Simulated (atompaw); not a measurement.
Logarithmic derivatives: sulfur (S), PAW (atompaw)

atompaw 4.2.0.5 input, output lines left out:

```
S 16
GGA-PBE scalarrelativistic loggrid 1500 logderivrange -3 5 201
3 3 0 0 0 0
3 0 1.5
3 1 4.5
0 0 0
c
c
v
c
v
1
1.60 1.15 1.15 0.85
y
-0.3
n
y
0.05
n
custom rrkj gramschmidtortho sinc
2 0 troulliermartins
1.15
1.15
1.60
1.60
```

The phase is arctan(r·u′/u) with u = r·R(r), unwrapped; energies in Ry, scanned from -3 to 5 Ry. A pole is an energy at which the radial function vanishes at the test radius. The pseudo phase is shifted by a multiple of π to meet the all-electron one at the reference energy, and phase errors are pseudo minus all-electron; the curves can meet again beyond the range given. Levels narrower than the energy grid can be missing from the lists of poles.

| channel | radius (bohr) | reference energy (Ry) | poles, all-electron | poles, pseudo | unbroken range about the reference energy with phases within 0.05 rad | phase error 1 Ry above the reference energy (rad) |
| --- | --- | --- | --- | --- | --- | --- |
| s | 1.60 | -1.29 | 3.09 | 3.09 | the whole range | -0.000 |
| p | 1.60 | -0.54 | 4.23 | 4.20 | the whole range | -0.000 |

Note: ghost state, extra bound levels that the all-electron valence spectrum of the same l lacks: s at -154.9 eV. A true bound ghost makes a file unfit for plane-wave use.

Phases in the p channel:

```csv
E (Ry),all-electron,pseudo
-3.00,1.076,1.076
-2.76,1.042,1.042
-2.52,1.002,1.002
-2.28,0.954,0.954
-2.04,0.895,0.895
-1.80,0.823,0.823
-1.56,0.731,0.731
-1.32,0.615,0.615
-1.08,0.466,0.466
-0.84,0.279,0.279
-0.60,0.053,0.053
-0.36,-0.195,-0.195
-0.12,-0.438,-0.438
0.12,-0.653,-0.653
0.36,-0.828,-0.828
0.60,-0.967,-0.967
0.84,-1.075,-1.075
1.08,-1.161,-1.161
1.32,-1.230,-1.230
1.56,-1.286,-1.286
1.80,-1.332,-1.333
2.04,-1.372,-1.372
2.28,-1.405,-1.405
2.52,-1.434,-1.435
2.76,-1.460,-1.460
3.00,-1.482,-1.483
3.24,-1.503,-1.504
3.48,-1.521,-1.522
3.72,-1.538,-1.540
3.96,-1.554,-1.556
4.20,-1.569,-1.571
4.44,-1.583,-1.585
4.68,-1.596,-1.599
4.92,-1.609,-1.612
```
